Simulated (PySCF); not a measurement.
Harmonic spectrum computed at PBE in the def2-TZVP basis family (core potentials from Rb on, PySCF, no spin–orbit coupling):

| ω (cm⁻¹) | IR (km/mol, summed over degenerate members) | degeneracy |
| --- | --- | --- |
| 198 | 60.2 | 2 |
| 863 | 0.0 | 1 |
| 1041 | 73.8 | 1 |

Problem. Which molecule gave it? In each, all ligands are bound to the one heavy central atom.
A. SiO₂ (singlet)
B. GeO₂ (singlet)
C. SeO₂ (singlet)
D. SO₂ (singlet)

Solution. B. It has D∞h symmetry with Ge–O 1.636 Å (×2).
